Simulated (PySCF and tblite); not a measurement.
Values are calculated unless marked as measured or tabulated.
System: C8H9Br, numbered as in [CH3:1][C:2]1=[C:3]([Br:4])[CH:5]=[CH:6][CH:7]=[CH:8][CH2:9]1.

Motion: shift of H on C9 from C9 to C5. GFN2-xTB gives an electronic barrier of 30.1 kcal/mol and a reaction energy of 0.2 kcal/mol.

Tunnelling of the moving H, left out here, will speed the real process. DFT energies on a tight-binding saddle of a bond shift can be off by several kcal/mol. Spin–orbit effects of heavy atoms on shieldings are missing.

What does PBE0/pcSseg-1 + D3(BJ), IEF-PCM water give on GFN2-xTB geometries?

A barrier of 35.0 kcal/mol, 4.8 above the tight-binding barrier (from unrounded values), a reaction energy of 0.4 kcal/mol and, with GFN2-xTB thermal terms, ΔG‡(298 K) = 32.2 kcal/mol and k = 1.5×10⁻¹¹ s⁻¹ (1 equivalent path).

Programs: tblite and PySCF.
